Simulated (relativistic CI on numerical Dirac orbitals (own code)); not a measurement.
## How well does a small relativistic CI reproduce Hg I?

Computed by Dirac-Coulomb-Breit CI, separate exchange-only KLI orbitals for each configuration, QED by a radiative potential, valence Slater integrals scaled by 0.85, P86 correlation estimate, and configurations built on the next ion tied to the tabulated ionisation energy (semi-empirical) (own radial code, finite nucleus).

Configurations in the expansion (outside the closed core [Xe] 4f14): 5d¹⁰6s², 5d¹⁰6s6p, 5d¹⁰6s7s, 5d⁹6s²6p, 5d¹⁰6s7p, 5d¹⁰6s6d, 5d¹⁰6s7d, 5d¹⁰6s8s, 5d¹⁰6s6f, 5d¹⁰6s7f, 5d¹⁰6p², 5d¹⁰6s8p, 5d¹⁰6s5f, 5d¹⁰6s5g, 5d¹⁰6s8d, 5d¹⁰6d², 5d⁸6s²6p². Levels of other configurations are missing.

```
Configuration  Term (tabulated)  J  Measured (cm⁻¹)  Computed  Error  Purity (%)
      5d¹⁰6s²                1S  0              0.0         0      0          97
     5d¹⁰6s6p               3P°  0          37645.1     38247    602          99
     5d¹⁰6s6p               3P°  1          39412.3     40088    675          97
     5d¹⁰6s6p               3P°  2          44043.0     44015    -28          97
     5d¹⁰6s6p               1P°  1          54068.8     55845   1776          86
     5d¹⁰6s7s                3S  1          62350.5     61650   -701         100
     5d¹⁰6s7s                1S  0          63928.2     63206   -722          99
     5d¹⁰6s7p               3P°  0          69516.7     68764   -753         100
     5d¹⁰6s7p               3P°  1          69661.9     68929   -733          96
     5d¹⁰6s7p               3P°  2          71207.5     70385   -823          60
     5d¹⁰6s7p               1P°  1          71295.1     71264    -31          82
     5d¹⁰6s6d       (1/2,3/2) †  2          71333.2     70082  -1251          97
     5d¹⁰6s6d       (1/2,3/2) †  1          71336.2     70387   -949         100
     5d¹⁰6s6d         (1/2,5/2)  2          71396.2     70406   -990          99
     5d¹⁰6s6d         (1/2,5/2)  3          71431.3     70439   -992         100
```

Measured levels from NIST Handbook of Basic Atomic Spectroscopic Data (Sansonetti and Martin, J. Phys. Chem. Ref. Data 34, 1559 (2005)); pairs were made by configuration, J and term (by order where the table uses no LS term), so strongly mixed levels may be paired wrongly.

Mean error by configuration (cm⁻¹): 5d¹⁰6s6p 756; 5d¹⁰6s7s -712; 5d¹⁰6s7p -585; 5d¹⁰6s6d -991. Over the excited levels the mean absolute error is 736 cm⁻¹ (14 of the 15 excited levels that our extract of the source holds in range could be paired, and the others can miss by more), and the median relative error of those above 1,000 cm⁻¹ is 1.1 %. † marks terms whose computed intervals miss the measured ones by more than a factor of 2.5, or configurations far off the rest, from wrong mixing, a near crossing or a doubtful label or measurement; they are left out of the means.

Transition probabilities of persistent lines. The last column rescales the computed rate by the cube of measured over computed energy:

```csv
λ measured (Å),Lower,Upper,A tabulated (s⁻¹),A computed,A rescaled
1849.50 vacuum,5d¹⁰6s² ¹S0,5d¹⁰6s6p ¹P°1,7.46e+08,9.87e+08,8.96e+08
2536.52 air,5d¹⁰6s² ¹S0,5d¹⁰6s6p ³P°1,8.00e+06,4.12e+06,3.91e+06
2967.28 air,5d¹⁰6s6p ³P°0,"5d¹⁰6s6d (1/2,3/2)1",4.50e+07,8.55e+07,9.85e+07
3650.15 air,5d¹⁰6s6p ³P°2,"5d¹⁰6s6d (1/2,5/2)3",1.30e+08,1.33e+08,1.49e+08
4046.56 air,5d¹⁰6s6p ³P°0,5d¹⁰6s7s ³S1,2.10e+07,1.89e+07,2.22e+07
4358.33 air,5d¹⁰6s6p ³P°1,5d¹⁰6s7s ³S1,5.57e+07,5.17e+07,6.22e+07
5460.73 air,5d¹⁰6s6p ³P°2,5d¹⁰6s7s ³S1,4.87e+07,6.64e+07,7.43e+07
10139.76 air,5d¹⁰6s6p ¹P°1,5d¹⁰6s7s ¹S0,2.71e+07,2.32e+07,5.57e+07
```
